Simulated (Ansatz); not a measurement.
Reaction (substitution at a C–Si bond): `C[SiH2][SiH]1[CH2][AlH]1` + `[SH][SnH3]` → `C[S][SnH3]` + `[SiH3][SiH]1[CH2][AlH]1`

Calculated with Ansatz (gas phase, PBE0-D4/def2-TZVP geometries, no zero-point term in ΔE). CCSD(T)/CBS is the MP2 limit (def2-TZVPP, def2-QZVPP) plus CCSD(T) − MP2 in def2-TZVPP, frozen cores. Functionals use def2-TZVPP. B3LYP here is the variant with VWN-RPA as its local correlation; programs differ in this. Elements past krypton have def2 core potentials. For Sn outer-core shells are correlated without core-valence functions, which leaves a few kJ/mol of doubt a bond. One conformer a species, not always the lowest.

`C[SiH2][SiH]1[CH2][AlH]1`:

```xyz
14

C    -2.249   -0.054   -1.055
Si   -1.072    0.976   -0.014
Si    1.170    0.443   -0.329
C     1.634   -1.234    0.530
Al    2.459    0.178    1.589
H    -2.077    0.124   -2.119
H    -3.289    0.197   -0.829
H    -2.104   -1.119   -0.862
H    -1.358    0.742    1.434
H    -1.295    2.426   -0.277
H     1.637    0.607   -1.736
H     0.827   -1.902    0.828
H     2.377   -1.803   -0.040
H     3.339    0.418    2.880
```

`[SH][SnH3]`:

```xyz
6

S    -0.207   -0.943   -1.592
Sn    0.103    0.030    0.586
H    -0.413    0.240   -2.194
H    -1.305    0.883    1.032
H     1.443    1.084    0.552
H     0.380   -1.294    1.616
```

`C[S][SnH3]`:

Z-matrix (Å, degrees):
```
C
S 1 1.817
H 1 1.090 2 111.6
H 1 1.090 2 106.5 3 118.3
H 1 1.090 2 111.6 3 -123.3
Sn 2 2.394 1 99.5 3 61.6
H 6 1.709 2 108.9 1 -59.2
H 6 1.701 2 106.7 1 -179.7
H 6 1.709 2 108.9 1 59.7
```

`[SiH3][SiH]1[CH2][AlH]1`:

Z-matrix (Å, degrees):
```
Si
Si 1 2.324
H 1 1.488 2 111.5
H 1 1.491 2 113.3 3 122.6
H 1 1.491 2 107.7 3 -118.5
C 2 1.935 1 111.4 3 162.0
Al 2 2.327 1 115.3 3 103.5
H 2 1.491 1 113.4 3 -63.5
H 6 1.089 2 118.8 1 19.3
H 6 1.097 2 111.8 1 147.6
H 7 1.580 2 164.5 1 -78.8
```

| level | ΔE (kJ/mol) | difference from CCSD(T)/CBS |
| --- | --- | --- |
| PBE-D4 | 53.4 | -2.0 |
| r2SCAN-D4 | 57.5 | 2.1 |
| PBE0-D4 | 55.7 | 0.3 |
| B3LYP-D4 | 53.9 | -1.5 |
| ωB97M-V | 57.6 | 2.2 |
| B2PLYP | 55.6 | 0.2 |
| PBE0 | 55.8 | 0.4 |
| B3LYP | 54.7 | -0.7 |
| HF/def2-TZVPP | 55.1 | -0.3 |
| SCS-MP2/def2-TZVPP | 55.0 | -0.4 |
| HF/def2-QZVPP | 55.0 | -0.4 |
| MP2/def2-QZVPP | 56.4 | 1.0 |
| SCS-MP2/def2-QZVPP | 54.2 | -1.2 |
| HF/CBS(def2) | 55.0 | -0.4 |
| MP2/CBS(def2) | 55.8 | 0.4 |
| CCSD/CBS(def2) | 56.1 | 0.7 |
| CCSD(T)/CBS | 55.4 | 0 |

Largest T1 diagnostic among the species: 0.014.
